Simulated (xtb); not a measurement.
Sn(OH)3 (H₃O₃Sn), SMILES [Sn+]([OH])([OH])[OH], charge +1. All values are semi-empirical tight-binding results from xtb (GFN2-xTB unless named), good for trends rather than for accurate numbers. Geometry: GFN2-xTB. The multiplicity is an assumed one; other spin states were not compared. The isomer is the one that the SMILES or the coordinates give; other isomers of the formula were not compared. One conformer was computed; it need not be the lowest.

Optimised geometry:

```xyz
7

Sn     0.0199    -0.0063    -0.0040
O      1.6785    -0.3607    -0.7299
H      1.9841     0.0547    -1.5558
O     -0.4241    -0.8345     1.5676
H     -1.3041    -0.6482     1.9503
O     -1.3088     1.1064    -0.6750
H     -1.2414     1.6187    -1.4954
```
Charge +1, spin multiplicity 1.

For metal compounds this method's bond lengths and energies can be far off.

point group as xtb finds it: Cs
orbital gap: 4.59 eV
zero-point energy: 21.8 kcal/mol
G − E(el) at 298.15 K (modified RRHO): 1.8 kcal/mol

Give the atomic charges and the Wiberg bond orders between heavy atoms. (Estimate from the structure and the level; the computed values follow.)

charges (e) Sn1 0.61, O2 -0.28, H3 0.41, O4 -0.26, H5 0.42, O6 -0.32, H7 0.40. Bond orders Sn1–O2 1.07, Sn1–O4 1.12, Sn1–O6 1.02.
